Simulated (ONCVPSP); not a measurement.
# Tb: from the effect back to the setting (ONCV)

Base potential:

```json
{
 "Element": "terbium",
 "Generator": "ONCVPSP 4.0.1",
 "Type": "optimised norm-conserving Vanderbilt (ONCV)",
 "Functional": "PBE",
 "Relativity": "scalar-relativistic",
 "Frozen core": "[Kr] 4d10 4f8",
 "Valence charge": "11",
 "Reference configuration": "5s2 5p6 5d1 6s2",
 "Partial waves": "5s+6s: rc 1.70 bohr, ncon 3, nbas 7, qcut 5.6 1/bohr, 2 projectors; 5p: rc 2.50 bohr, ncon 3, nbas 6, qcut 5.2 1/bohr, 2 projectors, debl 3.1 Ha; 5d: rc 2.70 bohr, ncon 4, nbas 8, qcut 5 1/bohr, 3 projectors, debl 3.9 Ha",
 "Local potential": "polynomial inside 1.60 bohr (lpopt 5, dvloc0 -1 Ha)",
 "Core correction": "none"
}
```

Cutoffs, loose and tight: the cutoffs (Ha) at which the residual kinetic energy of the hardest occupied pseudo-wave falls to 1 and 0.1 mHa per electron. They do not see the model core or the augmentation charge, which bear on the density cutoff. Test errors are all-electron minus pseudo excitation energies from the reference, over the configurations 5s2 5p6 5d1 6s1; 5s2 5p6 5d1 6s0; 5s2 5p6 5d0 6s0; 5s2 5p6 5d1.5 6s1.5; variants that change the core or the reference have their own tests. The largest error is taken over the tests solved by every variant that gives reliable tests at all, those not shown here included: 5s2 5p6 5d1 6s0; 5s2 5p6 5d1 6s1; 5s2 5p6 5d1.5 6s1.5.

Only the scale of all radii (base = 1) is moved (2 further runs of the sweep failed or gave no value and are left out):

```csv
scale of all radii (base = 1),"cutoff, loose","cutoff, tight",bound ghosts,largest test error (meV)
0.79,27 Ha,79 Ha,none,+20
0.86,17 Ha,65 Ha,none,+19
0.91,15 Ha,56 Ha,none,+19
0.99,14 Ha,23 Ha,none,+18 over the solved tests; 1 of 4 tests not solved or not reliable
1.05,13 Ha,16 Ha,none,+18
1.19,11 Ha,13 Ha,none,+14
```

Problem. One more run gave cutoff, loose: 12 Ha; cutoff, tight: 14 Ha; bound ghosts: none; largest test error (meV): +16. Which value of the scale of all radii (base = 1) was used?

Solution. 1.11. The loose cutoff moves one way along this sweep, from 27 Ha at 0.79 to 11 Ha at 1.19, which places the run between 1.05 and 1.19.
